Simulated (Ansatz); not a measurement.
Compare A (`[SiH3]C1C=CS1`) with its isomer B (`CC1[SiH2]C1=S`).

Computed with Ansatz on PBE0-D4/def2-TZVP structures; ΔE is electronic, products minus reactants. CCSD(T)/CBS adds triple-zeta CCSD(T) − MP2 to the extrapolated MP2 energy (def2 sets, frozen cores). Functionals use def2-TZVPP. B3LYP here is the variant with VWN-RPA as its local correlation; programs differ in this.

A:

Z-matrix (Å, degrees):
```
Si
C 1 1.882
H 1 1.490 2 109.5
H 1 1.486 2 110.0 3 119.1
H 1 1.483 2 108.6 3 -119.8
C 2 1.496 1 114.7 3 75.3
S 2 1.848 1 109.4 3 172.9
H 2 1.093 1 113.3 3 -61.5
C 6 1.338 2 99.6 1 108.9
H 6 1.082 2 128.8 1 -68.9
H 9 1.081 6 134.4 2 -176.5
```

B:

Z-matrix (Å, degrees):
```
C
C 1 1.502
H 1 1.093 2 110.7
H 1 1.092 2 110.4 3 -118.7
H 1 1.091 2 111.2 3 120.6
Si 2 1.907 1 137.3 3 158.3
C 2 1.471 1 122.1 3 72.3
H 2 1.099 1 114.3 3 -65.4
H 6 1.479 2 124.2 1 -13.2
H 6 1.479 2 113.4 1 134.5
S 7 1.606 2 134.6 1 -19.9
```

Which is lower in electronic energy at CCSD(T)/CBS, and by how much? (Estimate.)

The calculation gave: A, by 16.0 kcal/mol.

Give E(B) − E(A) in kcal/mol with B3LYP, PBE0-D4, B2PLYP, ωB97M-V, r2SCAN-D4, HF/def2-TZVPP, B3LYP-D4. (An estimate is asked.)

Ansatz gave: B3LYP 12.3, PBE0-D4 14.3, B2PLYP 13.7, ωB97M-V 15.7, r2SCAN-D4 11.8, HF/def2-TZVPP 18.9, B3LYP-D4 13.0. None reverses the order clearly.

Does the order hold for the free energy at 298.15 K (harmonic terms from PBE0-D4)? (Best estimate.)

Computed: Yes: G(B) − G(A) = +16.6 kcal/mol.

Largest T1 diagnostic: 0.016.

From BLYP to BHLYP (50 % exact exchange), in def2-TZVPP and without D4, E(B) − E(A) moves by +5.3 kcal/mol. At CCSD(T), def2-SVP lies −3.4 kcal/mol from the extrapolated value and def2-TZVPP −0.6 kcal/mol.
